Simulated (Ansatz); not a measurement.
CHBCl2O (`ClC1(Cl)BO1`) at its PBE0-D4/def2-TZVP geometry, where that method's forces vanish. Total charge 0; spin multiplicity 1.

```xyz
6

Cl    0.0459   -1.3958    1.5318
C     0.0935    0.0124    0.5094
Cl    0.4041    1.4780    1.3961
B    -0.3756    0.0033   -0.9212
O     0.9312   -0.1474   -0.6641
H    -1.0991    0.0495   -1.8520
```

Q: What forces (eV/Å) does ωB97M-V/def2-TZVPP give on these atoms in Ansatz? (An estimate is asked.)

A: Computed: 
```
Cl1  0.018 -0.112  0.079
C2  -0.106  0.014  0.009
Cl3  0.045  0.111  0.068
B4  -0.148  0.007 -0.247
O5   0.085 -0.013 -0.051
H6   0.105 -0.006  0.141
```
